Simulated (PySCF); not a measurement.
# Working out the ionisation energy of Co²⁺

Co²⁺ [Ar] 3d7 (4F) → Co³⁺ [Ar] 3d6 (5D). All numbers are calculated (PySCF 2.14, the non-relativistic Hamiltonian (point nucleus), in pcseg-2). Frozen: [Ar]. Energies in hartree (1 hartree = 27.21139 eV):

```
             part  Co²⁺ (lower)  Co³⁺ (upper)
              UHF  -1380.584086  -1379.432799
MP2 opposite-spin     -0.086513     -0.037790
    MP2 same-spin     -0.065387     -0.052043
```

Q: What does Hartree-Fock give?

A: (-1379.432799) − (-1380.584086) = 1.151287 hartree = 31.328 eV.

Q: What do MP2 and SCS-MP2 (6/5 opposite-spin, 1/3 same-spin) give?

A: The opposite-spin parts differ by 1.326 eV and the same-spin parts by 0.363 eV. MP2: 31.328 + (1.326) + (0.363) = 33.017 eV. SCS-MP2: 31.328 + 1.2 × (1.326) + (0.363)/3 = 33.040 eV.

Reference: 33.5 ± 0.06 eV (semi-empirical (NIST evaluation); NIST Atomic Spectra Database, ionization energies), between the lowest levels; spin-orbit coupling is absent from the calculation.

The calculation is non-relativistic.

What remains against the reference includes basis incompleteness, the frozen core and correlation beyond second order.
